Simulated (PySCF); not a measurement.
B2BiO, charge -1. Atoms are numbered in the order given.

```xyz
4

Bi     0.0000     0.0000     0.6706
B      0.0000     0.0000    -1.3702
B      0.0000     0.0000    -3.0015
O      0.0000     0.0000    -4.2252
```
Charge -1, spin multiplicity 1.

The structure is a stationary point at PBE0-D3(BJ)/def2-SVPD. The def2 effective core potentials stand for the cores of Bi; spin–orbit coupling is left out.

Calculation: IEF-PCM-B3LYP/def2-SVPD (PySCF).

The values are the electrostatic part of the solvation free energy, E(continuum) − E(gas) at the gas-phase geometry, in a cavity of scaled van der Waals radii (PySCF's table); cavitation and dispersion terms are not included. A continuum can't describe solvent molecules that bind to the metal. In vacuum the orbital gap is 3.39 eV.

Computed values in water (ε = 78.36), benzene (ε = 2.27), acetone (ε = 20.49):
| solvent | ε | ΔG(elec) (kcal/mol) | gap (eV) |
|---|---|---|---|
| water | 78.36 | -48.8 | 3.49 |
| benzene | 2.27 | -27.2 | 3.44 |
| acetone | 20.49 | -47.0 | 3.48 |
